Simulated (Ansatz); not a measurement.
Consider the formal exchange of groups at the Sn–S bond: `[SH][SnH3]` + `BP(N)[SiH3]` → `B[P]([SiH3])[SnH3]` + `NS`.

Program: Ansatz. Geometries: PBE0-D4/def2-TZVP. ΔE: electronic, gas phase. CCSD(T)/CBS is the MP2 limit (def2-TZVPP, def2-QZVPP) plus CCSD(T) − MP2 in def2-TZVPP, frozen cores. This one scheme is used for every species. Functionals use def2-TZVPP. def2 core potentials past Kr. For Sn outer-core shells are correlated without core-valence functions, which leaves a few kJ/mol of doubt a bond. Each species was taken in one conformer, which may not be the lowest.

| level | ΔE (eV) |
| --- | --- |
| revPBE | 0.80 |
| BHLYP | 0.90 |
| LC-ωPBE | 0.83 |
| HF/def2-TZVPP | 0.90 |

(1) What does CCSD(T)/CBS give? (Estimate.)

(2) What do rigid-rotor, harmonic-oscillator terms from PBE0-D4/def2-TZVP frequencies (298.15 K, 1 bar) make of the CCSD(T)/CBS value? (Estimate.)

Largest T1 diagnostic among the species: 0.016.

Answers

(1) Ansatz gave: +0.79 eV. The listed levels differ from it by 0.01, 0.11, 0.04, 0.11 eV.

(2) Computed: ΔZPE = +0.02 eV, ΔH = +0.82 eV, ΔS = 3 J/(mol·K), ΔG = +0.81 eV.

At CCSD(T), def2-SVP lies −0.06 eV from the extrapolated value and def2-TZVPP −0.01 eV. The D4 term adds −0.05 eV with B3LYP and −0.03 eV with PBE0; it sums over pairs of atoms, weighted by their polarisabilities, and B3LYP, whose exchange is more repulsive, gets the larger term.

B3LYP here is the variant with VWN-RPA as its local correlation; programs differ in this.
